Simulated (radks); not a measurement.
Values are calculated unless marked as measured or tabulated.
Question: The mean radii <r> (bohr) of the occupied orbitals of an atom or ion are listed with their occupations. Level of theory: scalar-relativistic Kohn-Sham, LDA (Slater exchange, Perdew-Wang correlation), spin-polarised, spherical densities, finite nucleus; Fermi nuclear charge, rms radius of each element as measured or else 0.836 A^(1/3) + 0.57 fm (a radial shooting solver on a logarithmic mesh with Libxc functionals).

orbital  occ.      <r>
1s down     1  0.02509
1s up       1  0.02509
2s up       1   0.1075
2s down     1   0.1075
2p up       3  0.09428
2p down     3  0.09428
3s up       1   0.2856
3s down     1   0.2856
3p up       3   0.2835
3p down     3   0.2835
3d up       5   0.2601
3d down     5   0.2601
4s up       1   0.6545
4s down     1   0.6546
4p up       3   0.6935
4p down     3   0.6935
4d up       5   0.7680
4d down     5   0.7679
5s up       1    1.552
5s down     1    1.548
5p up       3    1.790
5p down     3    1.784
5d up       1    2.580

Name the element and its charge. Open shells, if any, are filled with parallel spins first.

Answer: Z = 57, lanthanum, charge +2: La2+ in [Xe] 5d1. The 1s radius gives Z: for a bare nucleus <r> = (2 gamma + 1)/(2Z) with gamma = sqrt(1 - (Z/c)^2), 0.02473 bohr for Z = 57, and screening makes it slightly larger (0.02509 here). The occupations add up to 55, and the charge is Z minus that.
